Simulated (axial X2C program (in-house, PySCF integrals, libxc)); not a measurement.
Curves of ErH⁺ from open-shell CI on f12 s0

Calculated with an in-house all-electron X2C program for linear molecules (integrals from PySCF): two-component X2C with atomic mean-field Coulomb and Gaunt terms, basis Er dyall-v3z, H dyall-v3z (cores contracted in-house). Orbitals come from Hartree–Fock averaged over the configuration Er f12 s0; CI then distributes these electrons over the f, s shells of Er.

Scan along the bond; masses Er 165.930 u, H 1.008 u. Energies in cm⁻¹ from the lowest point; levels are followed by energy order within each Ω. Lowest level at 2.013 Å: 100% f12.

```json
{"R (Å)": "1.872", "(1)Ω=0": "771", "(1)Ω=1": "796", "(1)Ω=2": "872", "(1)Ω=3": "995", "(1)Ω=4": "1159"}
{"R (Å)": "1.943", "(1)Ω=0": "181", "(1)Ω=1": "207", "(1)Ω=2": "282", "(1)Ω=3": "407", "(1)Ω=4": "577"}
{"R (Å)": "2.013", "(1)Ω=0": "0", "(1)Ω=1": "25", "(1)Ω=2": "100", "(1)Ω=3": "225", "(1)Ω=4": "398"}
{"R (Å)": "2.094", "(1)Ω=0": "190", "(1)Ω=1": "215", "(1)Ω=2": "289", "(1)Ω=3": "413", "(1)Ω=4": "585"}
{"R (Å)": "2.174", "(1)Ω=0": "713", "(1)Ω=1": "737", "(1)Ω=2": "809", "(1)Ω=3": "931", "(1)Ω=4": "1100"}
{"R (Å)": "2.265", "(1)Ω=0": "1619", "(1)Ω=1": "1643", "(1)Ω=2": "1712", "(1)Ω=3": "1830", "(1)Ω=4": "1995"}
{"R (Å)": "2.375", "(1)Ω=0": "3041", "(1)Ω=1": "3063", "(1)Ω=2": "3129", "(1)Ω=3": "3241", "(1)Ω=4": "3399"}
```

(1) Fit the curves (1)Ω=0, (1)Ω=1, (1)Ω=2, (1)Ω=3, (1)Ω=4 near their minima.

The 5 lowest curves are shown; the next is (1)Ω=5, from 608 cm⁻¹.

Dynamic correlation is missing, so gaps between terms are too wide and other configurations may lie lower; the lowest level listed is that of this model, not necessarily the ground state. At most 4 roots were kept for each Ω > 0 (twice that for Ω = 0) within 2.2 eV of the lowest, so higher up levels can be missing between those listed; levels with Ω > 0 are doubly degenerate and listed once, Ω = 0 levels singly. States that fill the shells left empty in the average are placed too high.

Answers

(1) From the open-shell CI curves, Te from the lowest:

| level | Te (cm⁻¹) | Re (Å) | ωe (cm⁻¹) |
| --- | --- | --- | --- |
| (1)Ω=0 | 0 | 2.015 | 1485.5 |
| (1)Ω=1 | 25 | 2.015 | 1485.1 |
| (1)Ω=2 | 100 | 2.015 | 1483.5 |
| (1)Ω=3 | 225 | 2.015 | 1480.3 |
| (1)Ω=4 | 398 | 2.015 | 1475.0 |

Without dynamic correlation distances can be off by several hundredths of an Å (long for ionic bonds, short for multiple bonds) and the wavenumbers are rough.
